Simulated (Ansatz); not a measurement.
Frontier orbitals of C₃H₁₀ClGeN (`C[N](C)[GeH]([CH3])[Cl]`).

The species carries charge 0 and has multiplicity 1. Correlated methods freeze the filled d shell of Ge. Scalar relativity is left out up to krypton. All single points use the PBE0-D4/def2-TZVP geometry. It is one conformer, not always the lowest. Basis def2-TZVPP, Ansatz 0.2.0.

| functional | HOMO (eV) | LUMO (eV) | gap (eV) |
| --- | --- | --- | --- |
| LDA (SPW92) | -5.39 | -0.58 | 4.81 |
| PBE | -5.27 | -0.31 | 4.96 |
| r2SCAN | -5.52 | 0.02 | 5.54 |
| PBE0 | -6.58 | 0.66 | 7.24 |
| r2SCANh | -6.01 | 0.36 | 6.37 |
| ωB97X-V | -8.95 | 2.79 | 11.74 |
| ωB97M-V | -8.87 | 2.48 | 11.35 |
| HF | -9.86 | 3.62 | 13.48 |

From PBE to PBE0 the HOMO moves by −1.31 eV and the LUMO by +0.97 eV, and with ωB97M-V by −3.60 and +2.78 eV, so the gap grows from 4.97 to 11.35 eV with exact exchange. A positive LUMO is unbound and depends on the basis.
